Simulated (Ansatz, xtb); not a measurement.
**A geometry optimisation of AsGeH6In with r2SCAN-D4/def2-SVP**

The starting geometry of this gas-phase singlet was built from a drawn formula by distance geometry and a force field; its bonds are those of `[GeH2]1[AsH2+][InH2-]1`.

```xyz
9

As   -1.1906   -0.2648   -1.1012
Ge   -0.0653   -2.1409   -0.0816
In    1.0394   -1.2472   -2.2036
H     0.5403   -1.8279    1.2690
H    -0.9075   -3.5191   -0.2156
H    -1.0502    0.3951    0.3228
H    -2.3666   -1.2281   -1.1230
H     0.7343   -2.2285   -3.6698
H     2.4912   -0.2025   -1.8191
```

Q: Where would you expect an optimisation with r2SCAN-D4/def2-SVP to take it?

A: A bond breaks, leaving `[AsH2][GeH2][InH2]`. Contacts that open: As1–In3 (2.67 → 4.13 Å).

The energy falls by 1.34 eV over 29 steps:

```json
{"step": "1", "E − E(last) (eV)": "1.343"}
{"step": "4", "E − E(last) (eV)": "0.195"}
{"step": "7", "E − E(last) (eV)": "0.084"}
{"step": "10", "E − E(last) (eV)": "0.061"}
{"step": "13", "E − E(last) (eV)": "0.055"}
{"step": "17", "E − E(last) (eV)": "0.027"}
{"step": "20", "E − E(last) (eV)": "0.006"}
{"step": "23", "E − E(last) (eV)": "0.002"}
{"step": "26", "E − E(last) (eV)": "0.000"}
{"step": "29", "E − E(last) (eV)": "0.000"}
```

Final geometry (Å):

```xyz
9

As   -2.1025   -0.5080   -0.7888
Ge   -0.2337   -2.0669   -0.4998
In    1.6260   -1.5068   -2.2448
H     0.2631   -2.0161    0.9607
H    -0.8505   -3.4647   -0.7162
H    -1.2837    0.6740   -0.2767
H    -2.6503   -0.7866    0.6071
H     1.5863   -2.2205   -3.8237
H     2.8701   -0.3684   -1.8400
```

From the same start GFN2-xTB reaches the same bonding as this run.

The end wasn't checked by frequencies. Atoms past krypton carry core potentials, without spin–orbit terms. Run with Ansatz 0.2.0, 57 s on 2 threads of Intel(R) Xeon(R) 6975P-C (Granite Rapids) (shared host).
